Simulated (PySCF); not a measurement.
Species: C2H10OSi2.
Atom-mapped SMILES: `[CH3:1][SiH:2]([CH3:3])[SiH2:4][OH:5]` (hydrogens: H6, H7, H8 on C1; H9 on Si2; H10, H11, H12 on C3; H13, H14 on Si4; H15 on O5)

Cartesian coordinates in Å at the PBE0-D3(BJ)/def2-SVP level; atoms count from 1:
```
atom  x, y, z in Å
C1     1.5521   -1.0385   -0.9843
Si2    0.3879    0.4142   -0.6893
C3     1.0917    1.5945    0.6006
Si4   -1.6620   -0.4069    0.0831
O5    -1.2681   -1.2011    1.5108
H6     1.1509   -1.7191   -1.7508
H7     2.5433   -0.6928   -1.3175
H8     1.6789   -1.6111   -0.0524
H9     0.1568    1.1499   -1.9773
H10    1.2096    1.0705    1.5619
H11    0.4214    2.4528    0.7604
H12    2.0760    1.9804    0.2922
H13   -2.3107   -1.3488   -0.8924
H14   -2.6616    0.6868    0.3362
H15   -1.9941   -1.6139    1.9875
```

Computed, not measured: PBE0-D3(BJ)/def2-SVP geometry optimisation, gas phase (PySCF 2.14.0).

Masses are those of the commonest isotopes; rigid-rotor values at the optimised geometry. The values belong to one conformer with, in the numbering `[CH3:1][SiH:2]([CH3:3])[SiH2:4][OH:5]`, C1–Si2–Si4–O5 60°, Si2–Si4–O5–H 180°.

(1) What are A, B and C (MHz)?

(2) What kind of rotor is it?

(3) What does the inertial defect say?

(4) List the rotational levels J(Ka,Kc) to J = 4 (cm⁻¹).

(5) Which types of transition are allowed, and where do some lines up to J = 2 fall?

Results:

(1) Ia = 133.38, Ib = 276.86, Ic = 309.74 u·Å²; 505379 MHz·u·Å²/I gives A = 3789, B = 1825, C = 1632 MHz.

(2) An asymmetric top; Ray's κ = -0.820.

(3) Not planar: Δ = Ic − Ia − Ib = -100.50 u·Å². For a rigid frame Δ = −2 Σ m c², so Σ m c² = 50.25 u·Å² lies off the ab plane: 13.21 from hydrogen and 37.04 from heavier atoms. The atom farthest from that plane is 1.85 Å away.

(4) Above 0(0,0):
J = 1: 1(0,1) 0.1153, 1(1,1) 0.1808, 1(1,0) 0.1873
J = 2: 2(0,2) 0.3455, 2(1,2) 0.4050, 2(1,1) 0.4244, 2(2,1) 0.6209, 2(2,0) 0.6213
J = 3: 3(0,3) 0.6896, 3(1,3) 0.7410, 3(1,2) 0.7797, 3(2,2) 0.9668, 3(2,1) 0.9691, 3(3,1) 1.3107, 3(3,0) 1.3107
J = 4: 4(0,4) 1.1465, 4(1,4) 1.1884, 4(1,3) 1.2529, 4(2,3) 1.4277, 4(2,2) 1.4344, 4(3,2) 1.7728, 4(3,1) 1.7730, 4(4,1) 2.2532, 4(4,0) 2.2532
Those of J = 1 are B + C, A + C and A + B.

(5) The dipole components are |μa| = 0.53 D, |μb| = 0.00 D, |μc| = 0.43 D; the mirror of this Cs structure is the ac plane, so μb vanishes by symmetry and there are no b-type lines. The squared components, which scale the intensities, stand as 1.00 : 0.66 (a : c). Some lines, for components of 0.1 D or more:

```json
{"type": "a", "branch": "Q", "J(Ka,Kc)": "2(1,1) ← 2(1,2)", "MHz": "581", "lower level (cm⁻¹)": "0.405"}
{"type": "c", "branch": "Q", "J(Ka,Kc)": "2(1,2) ← 2(0,2)", "MHz": "1783", "lower level (cm⁻¹)": "0.345"}
{"type": "c", "branch": "Q", "J(Ka,Kc)": "1(1,1) ← 1(0,1)", "MHz": "1964", "lower level (cm⁻¹)": "0.115"}
{"type": "a", "branch": "R", "J(Ka,Kc)": "1(0,1) ← 0(0,0)", "MHz": "3457", "lower level (cm⁻¹)": "0.000"}
{"type": "c", "branch": "R", "J(Ka,Kc)": "1(1,0) ← 0(0,0)", "MHz": "5614", "lower level (cm⁻¹)": "0.000"}
{"type": "c", "branch": "Q", "J(Ka,Kc)": "2(2,1) ← 2(1,1)", "MHz": "5891", "lower level (cm⁻¹)": "0.424"}
{"type": "a", "branch": "R", "J(Ka,Kc)": "2(1,2) ← 1(1,1)", "MHz": "6720", "lower level (cm⁻¹)": "0.181"}
{"type": "a", "branch": "R", "J(Ka,Kc)": "2(0,2) ← 1(0,1)", "MHz": "6900", "lower level (cm⁻¹)": "0.115"}
{"type": "a", "branch": "R", "J(Ka,Kc)": "2(1,1) ← 1(1,0)", "MHz": "7108", "lower level (cm⁻¹)": "0.187"}
{"type": "c", "branch": "R", "J(Ka,Kc)": "2(1,1) ← 1(0,1)", "MHz": "9265", "lower level (cm⁻¹)": "0.115"}
{"type": "c", "branch": "R", "J(Ka,Kc)": "2(2,0) ← 1(1,0)", "MHz": "13012", "lower level (cm⁻¹)": "0.187"}
{"type": "c", "branch": "R", "J(Ka,Kc)": "2(2,1) ← 1(1,1)", "MHz": "13192", "lower level (cm⁻¹)": "0.181"}
```

PBE0-D3(BJ)/def2-SVP frequencies: not computed here. Constants of a rigid frame at the computed geometry: no zero-point averaging, no centrifugal distortion. A rigid rotor knows nothing of internal rotation, which can split or shift real lines.
